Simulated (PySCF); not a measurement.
Molecule: SMILES C=CCCC(=O)OC (C₆H₁₀O₂). Atoms near the plane z = 0.0 Å, at the GFN2-xTB optimised geometry (x, y, z in Å): C3 (1.7, -1.3, -1.0), C4 (1.1, -0.2, 0.0), C5 (-0.4, -0.2, 0.0), O6 (-1.1, -1.2, 0.0), O7 (-0.9, 1.0, 0.0), C8 (-2.3, 1.2, 0.0), H12 (1.2, -2.2, -0.8), H13 (2.7, -1.4, -0.8), H14 (1.5, 0.8, -0.3), H15 (1.4, -0.5, 1.0), H16 (-2.7, 0.6, -0.8), H17 (-2.7, 0.8, 1.0), H18 (-2.5, 2.2, -0.1).

Calculation: PySCF with PBE/def2-SVP. Cells within 0.4 Å of a nucleus heavier than hydrogen are left out (blank, or x). The values are rescaled to run from 0 to 1.

```
|000000000000000000000000000|
|000000000000000000000000000|
|000000000000000000000000000|
|000000110000000000000000000|
|000012332100000000000000000|
|000134554310000000000000000|
|000245665433210000000000000|
|001356887555432111100000000|
|001357888677654333321000000|
|0013578x8899865455432000000|
|001357xxx9xx975677643100000|
|0023578x88xx976788753100000|
|001356777789887888753200000|
|001245665678x989x8754210000|
|000123456789x98xx8754321000|
|000012357999987888765432000|
|0000013579xx876677765542000|
|0000003579x9865566665542100|
|000000246788654566555432000|
|000000024565544565543321000|
|000000002333333454432210000|
|000000000111112333321000000|
|000000000000001122100000000|
|000000000000000000000000000|
|000000000000000000000000000|
|000000000000000000000000000|
|000000000000000000000000000|
```
Scale: ten equal steps from 0.000 (start of '0') to 1.00 (end of '9'), in the order '0123456789'; x runs from -5.00 to 5.00, y from -5.00 (bottom) to 5.00 (top).

Question: Which quantity is mapped?
A. deformation density (molecule minus spherical neutral atoms)
B. an orbital amplitude
C. electrostatic potential
D. log10 of the electron density

Answer: D, log10 of the electron density. In full: log10 of the electron density (e/bohr³), floored at −4.
